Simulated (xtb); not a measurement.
xtb input (GFN2-xTB):

```bash
xtb mol.xyz --gfn 2 --sp --chrg 1 --uhf 0
```
mol.xyz:
```
9

B      0.03962716    -0.37044061     0.44250275
N     -1.17597909     0.26054152    -0.32007887
N      1.29896223    -0.03413388     0.05076314
H     -0.24987765    -1.10524117     1.31740596
H     -1.76762641    -0.47492405    -0.71902210
H     -1.77571863     0.77766845     0.33030878
H      1.55430224     0.59450289    -0.69767519
H      2.10545697    -0.42269992     0.52081625
H     -0.92555434     0.89804333    -1.07913734
```

Output:

```
           -------------------------------------------------
          |                Calculation Setup                |
           -------------------------------------------------

           -------------------------------------------------
          |                 G F N 2 - x T B                 |
           -------------------------------------------------

        Reference                      10.1021/acs.jctc.8b01176
      * Hamiltonian:
        H0-scaling (s, p, d)           1.850000    2.230000    2.230000
        zeta-weighting                 0.500000
      * Dispersion:
        s8                             2.700000
        a1                             0.520000
        a2                             5.000000
        s9                             5.000000
      * Repulsion:
        kExp                           1.500000    1.000000
        rExp                           1.000000
      * Coulomb:
        alpha                          2.000000
        third order                    shell-resolved
        anisotropic                    true
        a3                             3.000000
        a5                             4.000000
        cn-shift                       1.200000
        cn-exp                         4.000000
        max-rad                        5.000000

          ...................................................
          :                      SETUP                      :
          :.................................................:
          :  # basis functions                  18          :
          :  # atomic orbitals                  18          :
          :  # shells                           12          :
          :  # electrons                        18          :
          :  max. iterations                   250          :
          :  Hamiltonian                  GFN2-xTB          :
          :  restarted?                      false          :
          :  GBSA solvation                  false          :
          :  PC potential                    false          :
          :  electronic temp.          300.0000000     K    :
          :  accuracy                    1.0000000          :
          :  -> integral cutoff          0.2500000E+02      :
          :  -> integral neglect         0.1000000E-07      :
          :  -> SCF convergence          0.1000000E-05 Eh   :
          :  -> wf. convergence          0.1000000E-03 e    :
          :  Broyden damping             0.4000000          :
          :  net charge                          1          :
          :  unpaired electrons                  0          :
          ...................................................

 iter      E             dE          RMSdq      gap      omega  full diag
   1     -9.8347013 -0.983470E+01  0.726E+00    5.96       0.0  T
   2     -9.8743381 -0.396368E-01  0.410E+00    6.41       1.0  T
   3     -9.8699278  0.441021E-02  0.192E+00    5.86       1.0  T
   4     -9.8850028 -0.150749E-01  0.862E-01    6.39       1.0  T
   5     -9.8873430 -0.234017E-02  0.306E-01    6.45       1.0  T
   6     -9.8876602 -0.317240E-03  0.627E-02    6.37       1.0  T
   7     -9.8876626 -0.245321E-05  0.114E-02    6.37       2.9  T
   8     -9.8876626  0.743715E-07  0.353E-03    6.37       9.4  T
   9     -9.8876627 -0.137098E-06  0.522E-04    6.37      63.8  T
  10     -9.8876627  0.176247E-08  0.475E-04    6.37      70.1  T

   *** convergence criteria satisfied after 10 iterations ***

         #    Occupation            Energy/Eh            Energy/eV
      -------------------------------------------------------------
         1        2.0000           -0.8630356             -23.4844
       ...           ...                  ...                  ...
         3        2.0000           -0.7742441             -21.0683
         4        2.0000           -0.7712807             -20.9876
         5        2.0000           -0.7591602             -20.6578
         6        2.0000           -0.7193336             -19.5741
         7        2.0000           -0.6915777             -18.8188
         8        2.0000           -0.6335858             -17.2407
         9        2.0000           -0.6299195             -17.1410 (HOMO)
        10                         -0.3958433             -10.7714 (LUMO)
        11                         -0.2325918              -6.3291
        12                         -0.1240732              -3.3762
        13                         -0.0850056              -2.3131
        14                         -0.0611040              -1.6627
       ...                                ...                  ...
        18                          0.3433146               9.3421
      -------------------------------------------------------------
                  HL-Gap            0.2340762 Eh            6.3695 eV
             Fermi-level           -0.5128814 Eh          -13.9562 eV

 SCC (total)                   0 d,  0 h,  0 min,  0.003 sec
 SCC setup                      ...        0 min,  0.000 sec (  2.682%)
 Dispersion                     ...        0 min,  0.000 sec (  1.397%)
 classical contributions        ...        0 min,  0.000 sec (  0.564%)
 integral evaluation            ...        0 min,  0.000 sec ( 12.568%)
 iterations                     ...        0 min,  0.001 sec ( 50.031%)
 molecular gradient             ...        0 min,  0.001 sec ( 23.543%)
 printout                       ...        0 min,  0.000 sec (  8.964%)

         :::::::::::::::::::::::::::::::::::::::::::::::::::::
         ::                     SUMMARY                     ::
         :::::::::::::::::::::::::::::::::::::::::::::::::::::
         :: total energy              -9.755050615318 Eh    ::
         :: gradient norm              0.015202004654 Eh/a0 ::
         :: HOMO-LUMO gap              6.369536984659 eV    ::
         ::.................................................::
         :: SCC energy                -9.887661991214 Eh    ::
         :: -> isotropic ES            0.125791698561 Eh    ::
         :: -> anisotropic ES         -0.008893102231 Eh    ::
         :: -> anisotropic XC          0.005888111033 Eh    ::
         :: -> dispersion             -0.002181196744 Eh    ::
         :: repulsion energy           0.132611375896 Eh    ::
         :: add. restraining           0.000000000000 Eh    ::
         :: total charge               1.000000000000 e     ::
         :::::::::::::::::::::::::::::::::::::::::::::::::::::

           -------------------------------------------------
          |                Property Printout                |
           -------------------------------------------------

    * Orbital Energies and Occupations

         #    Occupation            Energy/Eh            Energy/eV
      -------------------------------------------------------------
         1        2.0000           -0.8630356             -23.4844
         2        2.0000           -0.7992134             -21.7477
         3        2.0000           -0.7742441             -21.0683
         4        2.0000           -0.7712807             -20.9876
         5        2.0000           -0.7591602             -20.6578
         6        2.0000           -0.7193336             -19.5741
         7        2.0000           -0.6915777             -18.8188
         8        2.0000           -0.6335858             -17.2407
         9        2.0000           -0.6299195             -17.1410 (HOMO)
        10                         -0.3958433             -10.7714 (LUMO)
        11                         -0.2325918              -6.3291
        12                         -0.1240732              -3.3762
        13                         -0.0850056              -2.3131
        14                         -0.0611040              -1.6627
Note: The following floating-point exceptions are signalling: IEEE_UNDERFLOW_FLAG IEEE_DENORMAL
normal termination of xtb
        15                         -0.0556271              -1.5137
        16                          0.0587900               1.5998
        17                          0.2108392               5.7372
        18                          0.3433146               9.3421
      -------------------------------------------------------------
                  HL-Gap            0.2340762 Eh            6.3695 eV
             Fermi-level           -0.5128814 Eh          -13.9562 eV

     #   Z          covCN         q      C6AA      α(0)
     1   5 B        2.605     0.252    18.125     7.220
     2   7 N        3.407    -0.221    25.805     7.545
     3   7 N        2.561    -0.255    26.653     7.667
     4   1 H        0.936    -0.003     3.108     2.757
     5   1 H        0.859     0.265     0.827     1.424
     6   1 H        0.859     0.265     0.827     1.424
     7   1 H        0.860     0.212     1.048     1.604
     8   1 H        0.860     0.229     0.971     1.544
     9   1 H        0.859     0.256     0.860     1.453

 Mol. C6AA /au·bohr⁶  :        439.538015
 Mol. C8AA /au·bohr⁸  :       9481.741991
 Mol. α(0) /au        :         32.637870

Wiberg/Mayer (AO) data.
largest (>0.10) Wiberg bond orders for each atom

 ---------------------------------------------------------------------------
     #   Z sym  total        # sym  WBO       # sym  WBO       # sym  WBO
 ---------------------------------------------------------------------------
     1   5 B    3.423 --     3 N    1.616     4 H    0.970     2 N    0.813
     2   7 N    3.586 --     9 H    0.920     5 H    0.912     6 H    0.912
                             1 B    0.813
     3   7 N    3.510 --     1 B    1.616     7 H    0.935     8 H    0.929
     4   1 H    1.000 --     1 B    0.970
     5   1 H    0.930 --     2 N    0.912
     6   1 H    0.930 --     2 N    0.912
     7   1 H    0.955 --     3 N    0.935
     8   1 H    0.948 --     3 N    0.929
     9   1 H    0.934 --     2 N    0.920
 ---------------------------------------------------------------------------

Topologies differ in total number of bonds
Writing topology from bond orders to xtbtopo.mol

molecular dipole:
                 x           y           z       tot (Debye)
 q only:       -0.808       0.379      -0.459
   full:       -0.994       0.617      -0.744       3.525
molecular quadrupole (traceless):
                xx          xy          yy          xz          yz          zz
 q only:        7.390      -1.552      -3.942       1.949      -1.316      -3.448
  q+dip:        8.676      -1.256      -4.715       1.616      -2.059      -3.961
   full:        8.468      -1.649      -4.446       2.075      -1.118      -4.022

           -------------------------------------------------
          | TOTAL ENERGY               -9.755050615318 Eh   |
          | GRADIENT NORM               0.015202004654 Eh/α |
          | HOMO-LUMO GAP               6.369536984659 eV   |
           -------------------------------------------------

------------------------------------------------------------------------
------------------------------------------------------------------------
 total:
 SCF:
```

It need not be the lowest isomer of its formula.
